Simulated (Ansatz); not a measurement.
Start from `[Cl][Sb]([Cl])[Cl]` and change one atom or group to get `[SiH3][Sb]([Cl])[Cl]`.

Ansatz, PBE0-D4/def2-TZVP geometries, multiplicity 1. 

Elements past krypton have def2 core potentials.

```
                                                                                  property  `[Cl][Sb]([Cl])[Cl]`
                                            size of the dipole moment (PBE/def2-TZVPP) / D                  2.51
                                                        HOMO energy (PBE0/def2-TZVPP) / eV                 -8.56
                                        size of the dipole moment (ωB97M-V/def2-TZVPP) / D                  2.67
                                          size of the dipole moment (B3LYP/def2-TZVPP) / D                  2.70
                                                     LUMO energy (ωB97M-V/def2-TZVPP) / eV                 -0.05
ideal-gas entropy at 298 K and 1 bar (rigid rotor, harmonic PBE0-D4/def2-TZVP) / J/(mol·K)                   339
```

Problem. Give the same properties after the change, and the shifts. (Estimate.)

Solution. The calculation gave: 
```csv
property,`[SiH3][Sb]([Cl])[Cl]`,shift
size of the dipole moment (PBE/def2-TZVPP) / D,2.53,0.02
HOMO energy (PBE0/def2-TZVPP) / eV,-7.31,1.25
size of the dipole moment (ωB97M-V/def2-TZVPP) / D,2.82,0.15
size of the dipole moment (B3LYP/def2-TZVPP) / D,2.75,0.05
LUMO energy (ωB97M-V/def2-TZVPP) / eV,-0.06,-0.01
"ideal-gas entropy at 298 K and 1 bar (rigid rotor, harmonic PBE0-D4/def2-TZVP) / J/(mol·K)",378,39
```

The zero-point energy changes by 61.6 kJ/mol with +9 modes. Dipoles are sizes alone; their direction can turn.

B3LYP here is the variant with VWN-RPA as its local correlation; programs differ in this.

Spin–orbit coupling is left out; it splits and shifts lone-pair levels of the heavy atoms by tenths of an eV.
